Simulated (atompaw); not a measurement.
# Reading a pseudo-wave (Al)

Columns: radius, all-electron u(r) and pseudo u(r) of the 3s shell (level -23.70 eV) of aluminium in the configuration [He] 2s2 2p6 3s1 3p0; PBE, non-relativistic, PAW (atompaw) scheme, atompaw 4.2.0.5.

```tsv
r (bohr)	all-electron	pseudo
0.040	0.1663	-0.1122
0.081	0.1708	-0.2228
0.121	0.1000	-0.3226
0.162	-0.0002	-0.4128
0.202	-0.0991	-0.4862
0.242	-0.1862	-0.5429
0.283	-0.2572	-0.5823
0.323	-0.3068	-0.6022
0.363	-0.3376	-0.6040
0.404	-0.3511	-0.5883
0.444	-0.3491	-0.5577
0.485	-0.3339	-0.5130
0.525	-0.3085	-0.4591
0.565	-0.2747	-0.3976
0.606	-0.2333	-0.3295
0.646	-0.1881	-0.2606
0.687	-0.1381	-0.1896
0.727	-0.0870	-0.1217
0.767	-0.0346	-0.0563
0.808	0.0195	0.0076
0.848	0.0722	0.0663
0.888	0.1240	0.1217
0.929	0.1759	0.1753
0.969	0.2249	0.2248
1.010	0.2732	0.2732
1.050	0.3182	0.3182
```

(1) How many radial nodes do the two functions have?

(2) Is the pseudo-wave norm-conserving?

Answers

(1) The all-electron 3s function has n − l − 1 = 2; the pseudo-wave has 1, since 1 lower shell of the same l stays in the valence.

(2) No, it belongs to a PAW set: the norm inside the radius is not constrained, and the difference is carried by the augmentation charge.
